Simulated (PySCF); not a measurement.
Two-dimensional NMR puzzle

Compound of formula C$_{7}$H$_{12}$NPSi. Correlations simulated from computed shifts and the bond graph:

HSQC (one-bond C–H):
```tsv
δH	δC
10.76	192.1
9.73	180.1
9.26	155.7
0.32	-0.8
```

HMBC (two and three bonds, from the bond graph):
```tsv
δH	δC
10.76	180.1, 155.7
9.73	192.1, 155.7, 140.9
9.26	192.1, 180.1, 140.9
0.32	140.9, -0.8
```

Carbons without hydrogens: δ 140.9.

- shieldings: GIAO PBE0/pcSseg-1
- coordinates at the GFN2-xTB level
- run in PySCF
- relativity neglected, single conformer, rapidly exchanging positions averaged, no solvent model

References, each an isolated molecule treated in the same way: TMS for $^{1}$H and $^{13}$C.

Exchangeable hydrogens are left out of these lists.

Q: Work out the connectivity.

A: SMILES [Si](C)(C)(C)C1=CN=CP=C1.

Atoms are numbered as in `[CH3:1][Si:2]([CH3:3])([CH3:4])[c:5]1[cH:6][n:7][cH:8][p:9][cH:10]1`. Each H is labelled by its parent atom.

- δC 192.1 is C8, an aromatic CH next to a ring nitrogen (δH 10.76).
- δC 180.1 is C10, an aromatic CH (δH 9.73).
- δC 155.7 is C6, an aromatic CH next to a ring nitrogen (δH 9.26).
- δC 140.9 is C5, a substituted aromatic carbon.
- δC -0.8 is C1/C3/C4, a methyl carbon bonded to Si (δH 0.32).
- HMBC from δH 9.73 reaches the proton-free carbon C5.
- HMBC from δH 9.26 reaches the proton-free carbon C5.
- HMBC from δH 0.32 reaches the proton-free carbon C5.

The shifts were computed for this structure.

Shifts are as computed. Against solution values, carbons near 30 ppm lie about +3 ppm off and those near 130 ppm about +5 ppm. Of 1211 compounds with measured shifts, 218 miss one by over three times the rms of a fit or turn the order of signals round; such compounds aren't used in these exercises.
